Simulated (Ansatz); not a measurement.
`O=[C](O)[GaH2]` + H₂O → `O=C(O)O` + `[GaH3]` at 500 K and 1 bar (formal hydrolysis of a C–Ga bond).

Isolated molecules relaxed with PBE0-D4/def2-TZVP in Ansatz; ΔE leaves out vibrations. CBS: MP2 limit from def2 TZ/QZ plus the TZ coupled-cluster correction, frozen cores. This one scheme is used for every species. For Ga outer-core shells are correlated without core-valence functions, which leaves a few kJ/mol of doubt a bond. Scalar relativity is left out up to krypton. Each species was taken in one conformer, which may not be the lowest.

```
         species  CCSD(T)/CBS energy (Eh)  H − E (kJ/mol)  S (J/(mol·K))
`O=[C](O)[GaH2]`              -2114.12453           133.1          370.3
             H₂O                -76.37941            73.2          206.3
       `O=C(O)O`               -264.79774           131.5          298.0
        `[GaH3]`              -1925.70545            69.3          243.1
```

H − E and S are ideal-gas, rigid-rotor, harmonic terms from PBE0-D4/def2-TZVP, for one conformer and one mirror image of each species. 1 Eh = 2625.50 kJ/mol, R = 8.31446 J/(mol·K).

By hand: ΔE, ΔH, ΔS and ΔG.

ΔE = (-264.79774) + (-1925.70545) − (-2114.12453) − (-76.37941) = 0.00075 Eh = 2.0 kJ/mol. Δ(H − E) = 131.5 + 69.3 − 133.1 − 73.2 = -5.5, so ΔH = -3.5 kJ/mol. ΔS = 298.0 + 243.1 − 370.3 − 206.3 = -35.5 J/(mol·K). ΔG = -3.5 − 500 × (-35.5)/1000 = 14.2 kJ/mol.

By hand: the equilibrium constant, and the temperature at which ΔG would vanish if ΔH and ΔS stayed fixed.

log₁₀ K = −ΔG/(RT ln 10) = -1.5. ΔG = 0 at ΔH/ΔS = 99 K, though so small a ΔH makes that figure unsure.

TΔS isn't small against ΔH here. A doubt of 5 kJ/mol in ΔE shifts log₁₀ K by 0.5 here. Other conformers and mirror images would add mixing entropy, several J/(mol·K) or more a flexible species. These are equilibria of isolated gas molecules and say nothing of rates. Largest T1 diagnostic: 0.017 (customary marks: 0.02 for closed shells, 0.045 for open ones).
